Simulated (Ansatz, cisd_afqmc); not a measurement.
Species: Cu, charge 0, doublet.

Total energies in def2-SVP, 11 correlated electrons, 9 frozen orbitals. Open shells are spin-unrestricted; no spin-orbit coupling. Correlated methods leave the cores frozen (noble-gas shells, and filled d and f shells in the p block). No relativity. AFQMC is phaseless with a CISD trial state; ± is one standard error, without the phaseless bias. Outlying blocks are dropped, and bars are widened where a walk drifts. Over all cases where full CI ran beside it in this data, AFQMC minus full CI had a median of +0.1 mEh and passed +0.4 mEh in a tenth of the cases. Open-shell metal atoms are single determinants of the lowest configuration found, not pure terms.

```csv
method,program,energy (Eh),minus CCSDTQ (mEh)
HF,Ansatz,-1638.68858,261.45
MP2,Ansatz,-1638.97128,-21.25
CCSD,Ansatz,-1638.94037,9.67
CCSD(T),Ansatz,-1638.95185,-1.81
CCSDT(Q),Ansatz,-1638.94913,0.91
CCSDTQ,Ansatz,-1638.95004,0.00
AFQMC/CISD,cisd_afqmc,-1638.9497 ± 0.0004,0.3 ± 0.4
```

Ansatz is a first-principles code.
